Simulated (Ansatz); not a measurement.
Consider the cleavage of the Si–Ga bond: `O[SiH2][GaH][OH]` + `PS` → `O[SiH2]PS` + `[OH][GaH2]`.

Program: Ansatz. Geometries: PBE0-D4/def2-TZVP. ΔE: electronic, gas phase. CBS: MP2 limit from def2 TZ/QZ plus the TZ coupled-cluster correction, frozen cores. This one scheme is used for every species. DFT in def2-TZVPP. For Ga outer-core shells are correlated without core-valence functions, which leaves a few kJ/mol of doubt a bond. Scalar relativity is left out up to krypton. Each species was taken in one conformer, which may not be the lowest.

(1) Is it downhill or uphill in electronic energy at CCSD(T)/CBS, and by how much? (Best estimate.)

(2) What do these levels give: r2SCAN-D4, r2SCAN0-D4, revPBE, LC-ωPBE, MP2/def2-QZVPP, CCSD/CBS(def2)? (An estimate is asked.)

(3) What do rigid-rotor, harmonic-oscillator terms from PBE0-D4/def2-TZVP frequencies (298.15 K, 1 bar) make of the CCSD(T)/CBS value? (An estimate is asked.)

Largest T1 diagnostic among the species: 0.015.

Results:

(1) Computed: Downhill: ΔE = -10.2 kJ/mol.

(2) Computed: r2SCAN-D4 -10.9, r2SCAN0-D4 -12.0, revPBE -5.2, LC-ωPBE -10.7, MP2/def2-QZVPP -16.4, CCSD/CBS(def2) -8.8 kJ/mol.

(3) Computed: ΔZPE = -3.6 kJ/mol, ΔH = -13.9 kJ/mol, ΔS = -4 J/(mol·K), ΔG = -12.6 kJ/mol.

Leaving LDA and LC-ωPBE aside and taking each functional with its dispersion term where it has one, the values, not all of them listed here, spread over 10.8 kJ/mol, from B97M-V to BLYP-D4. The D4 term adds −4.7 kJ/mol with B3LYP and −2.6 kJ/mol with PBE0; it sums over pairs of atoms, weighted by their polarisabilities, and B3LYP, whose exchange is more repulsive, gets the larger term. From BLYP to BHLYP (50 % exact exchange), in def2-TZVPP and without D4, ΔE moves by −5.9 kJ/mol.

B3LYP here is the variant with VWN-RPA as its local correlation; programs differ in this.
